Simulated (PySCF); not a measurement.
Al(F)(H)(NHMe) (CH5AlFN), SMILES C[NH][AlH][F].

Coordinates come from a r2SCAN-D4/def2-SVP optimisation. The values are those of a single conformer.

Level of theory: ωB97X/def2-TZVP run with PySCF.

```
Item                                                                                                            Value
---------------------------------------------------------------------------------------------  ----------------------
total energy                                                                                       -438.27976 hartree
point group                                                                                                        Cs
highest occupied level                                                                                       -9.45 eV
lowest empty level                                                                                            1.64 eV
orbital gap                                                                                                  11.09 eV
dipole moment                                                                                                  2.07 D
quadrupole, principal values (traceless, Buckingham form, about the centre of nuclear charge)   -5.80, 1.96, 3.85 D·Å
mean static polarisability                                                                       44.1 bohr³ (6.54 Å³)
polarisability, principal values                                                               38.1, 41.9, 52.3 bohr³
```
